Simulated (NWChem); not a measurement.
**Correlation energy of ClLi**

```xyz
2

Li     0.0000     0.0000    -1.7006
Cl     0.0000     0.0000     0.3001
```
Charge 0, spin multiplicity 1.

The numbers come from NWChem runs, not from measurements. Structure: optimised with B3LYP/def2-SVP, a minimum by its harmonic frequencies.

Basis set: cc-pVTZ. Each correlation energy counts from its own Hartree-Fock reference.

The correlated methods keep 5 core orbitals frozen. The structure started from a generated list of species. Coupled-cluster values serve here as a point of comparison, not as the truth.

```tsv
method	correlation energy (mHa)
MP2	___
SCS-MP2	-212.7
CR-CCSD[T]	-239.3
CR-CCSD(T)	-239.3
CCSD	___
CCSD+T(CCSD)	-240.6
CCSD(T)	-240.6
```

Q: Complete the blanks.

A: 
- MP2, correlation energy (mHa): -214.0
- CCSD, correlation energy (mHa): -232.3
